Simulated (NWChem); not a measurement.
InNH2F2; SMILES [NH2][In]([F])[F]

```xyz
6

In     0.0001    -0.0045     0.0391
F     -1.6150    -1.0932    -0.0390
F      1.6242    -1.0797    -0.0389
N     -0.0081     2.0074    -0.0284
H      0.8182     2.4379     0.3812
H     -0.8381     2.4311     0.3810
```
Atoms are numbered in this order, from 1.

Level: PBE0/def2-SVP with def2 effective core potentials on In (NWChem), optimised geometry, unscaled harmonic frequencies. def2 effective core potentials on In; no spin-orbit coupling.

Question: List the harmonic frequencies with IR intensities, and the thermochemistry.

Answer: 
```tsv
frequency (cm⁻¹)	IR intensity (km/mol)
105	9.0
136	28.3
147	28.7
247	32.1
469	126.1
605	35.5
628	70.0
650	41.4
833	31.4
1523	9.8
3563	28.5
3673	34.6
```

- zero-point energy: 18.0 kcal/mol
- thermal correction to the enthalpy at 298.15 K (with zero-point energy): 22.4 kcal/mol
- heat capacity Cv: 18.4 cal/(mol K)
- entropy at 298.15 K and 1 atm (symmetry number 1): 80.3 cal/(mol K)

Rigid rotor and harmonic oscillator.
